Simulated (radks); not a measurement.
All-electron atom: the scandium ion Sc4+ in [Ne] 3s2 3p4.5 3d0.5 (fractional occupations, a model configuration).

Calculated with a radial shooting solver on a logarithmic mesh with Libxc functionals: non-relativistic Kohn-Sham, TPSS, spin-polarised, spherical densities, point nucleus; open shells are filled with parallel spins first; meta-GGA in the generalised Kohn-Sham scheme.

Energy parts (eV):
| part | energy |
|---|---|
| total | -20564.350 |
| kinetic | 20547.289 |
| electron-nucleus | -47752.822 |
| Hartree | 7658.307 |
| exchange-correlation | -1017.124 |

Orbitals (lengths in bohr, moments of r in powers of bohr; r(max) is where P^2 peaks):
orbital  occ.  eigenvalue (eV)   r(max)
1s up       1        -4441.264  0.04836
1s down     1        -4440.691  0.04835
2s up       1        -529.2519   0.2851
2s down     1        -528.6527   0.2852
2p up       3        -446.2933   0.2326
2p down     3        -445.4734   0.2327
3s up       1        -107.5330   0.9119
3s down     1        -104.1381   0.9127
3p up       3         -85.3695   0.9357
3p down   1.5         -82.1257   0.9385
3d up     0.5         -51.4783   0.9339
3d down     0         -48.7018   0.9411

The highest occupied level is 3d up at -51.478 eV. Virial ratio -V/T = 2.00083.
